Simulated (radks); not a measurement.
Initial-state core-level shifts of the selenium ion Se+ when its valence configuration changes from [Ar] 3d10 4s2 4p3. Calculated with a radial shooting solver on a logarithmic mesh with Libxc functionals: scalar-relativistic Kohn-Sham, r2SCAN, spin-polarised, spherical densities, finite nucleus; open shells are filled with parallel spins first; meta-GGA in the generalised Kohn-Sham scheme; Fermi nuclear charge, rms radius 4.14 fm. Shifts are changes of the shell-averaged eigenvalues in eV (positive: less bound); the change of the density at the nucleus, which sets a Mossbauer isomer shift, is in e/bohr^3, on a base of 4.025e+04.

| valence | 1s | 2s | 3s | 3p | density at nucleus |
|---|---|---|---|---|---|
| 3d10 4p5 | -3.839 | -3.677 | -3.707 | -3.692 | -60.009 |
| 3d10 4s1 4p4 | -1.791 | -1.723 | -1.754 | -1.746 | -29.655 |
| 3d9 4s2 4p4 | -14.987 | -16.399 | -12.823 | -12.571 | +15.669 |
| 3d9.5 4s2 4p3.5 | -7.415 | -8.105 | -6.403 | -6.275 | +7.535 |
| 3d9.5 4p5.5 | -11.036 | -11.579 | -9.895 | -9.752 | -55.630 |
| 3d10 4s1.5 4p3.5 | -0.887 | -0.854 | -0.868 | -0.864 | -15.026 |
| 3d10 4s0.5 4p4.5 | -2.869 | -2.752 | -2.779 | -2.767 | -44.785 |
| 3d9.5 4s0.5 4p5 | -10.144 | -10.726 | -9.038 | -8.899 | -39.385 |
| 3d8 4s2 4p5 | -30.609 | -33.560 | -25.717 | -25.229 | +33.075 |
